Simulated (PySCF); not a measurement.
**[Ti(F)4] (charge 0, multiplicity 1)**

All values below come from TPSSh-D3(BJ)/def2-TZVP // BP86-D3(BJ)/def2-SVP (PySCF).

```
Item                                                       Value
----------------------------------------  ----------------------
HOMO                                                   -11.38 eV
dipole moment                                          0.002 e·Å
HOMO–LUMO gap                                            7.66 eV
LUMO                                                    -3.72 eV
charge on the central atom (Mulliken)                     1.66 e
charge on the central atom (meta-Löwdin)                  1.66 e
total energy                                        -33996.06 eV
cost                                      roughly 3 core-minutes
```

Bond lengths (Å): Ti1–F2 1.744, Ti1–F3 1.744, Ti1–F4 1.744, Ti1–F5 1.744. Bond angles (°): F2–Ti1–F3 109.5, F2–Ti1–F4 109.6, F2–Ti1–F5 109.5, F3–Ti1–F4 109.2, F3–Ti1–F5 109.6, F4–Ti1–F5 109.5.
Charge 0, spin multiplicity 1.
